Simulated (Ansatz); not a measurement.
Species: C2H9OSi2, net charge 0, doublet state. It need not be the lowest isomer of its formula. 
Structure (B3LYP-D3(BJ)/def2-TZVP (Ansatz, an electronic-structure program) minimum search):
```xyz
14

Si    -0.8104    -0.0457    -0.4983
C     -1.5870     1.6238    -0.7824
C     -1.6027    -0.9492     0.9306
O      0.7954     0.1913    -0.1852
Si     2.1800    -0.4399     0.4158
H     -0.9177    -0.8708    -1.7282
H     -2.6448     1.5209    -1.0367
H     -1.0928     2.1496    -1.6015
H     -1.5131     2.2457     0.1125
H     -1.1324    -1.9210     1.0951
H     -1.5167    -0.3729     1.8547
H     -2.6646    -1.1211     0.7384
H      1.9193    -1.0784     1.7400
H      3.1627     0.6668     0.5738
```
Charge 0, spin multiplicity 2.

Dipole moments at this geometry, in debye (magnitudes).

| level | program | dipole (D) |
|---|---|---|
| B97M-V/def2-TZVPD | Ansatz | 1.27 |
| PBE0/def2-TZVPD | Ansatz | 1.21 |
| r2SCANh/def2-TZVPD | Ansatz | 1.20 |
| r2SCAN0/def2-TZVPD | Ansatz | ? |
| HSE06/def2-TZVPD | Ansatz | 1.21 |
| CAM-B3LYP/def2-TZVPD | Ansatz | 1.14 |
| wB97M-V/def2-TZVPD | Ansatz | 1.13 |
| wB97X-V/def2-TZVPD | Ansatz | 1.19 |
| CCSD(T)/aug-cc-pV(D+d)Z | Ansatz | ? |

### Question
What belongs in the gaps?

### Answer

- r2SCAN0/def2-TZVPD, dipole (D): 1.17
- CCSD(T)/aug-cc-pV(D+d)Z, dipole (D): 1.11
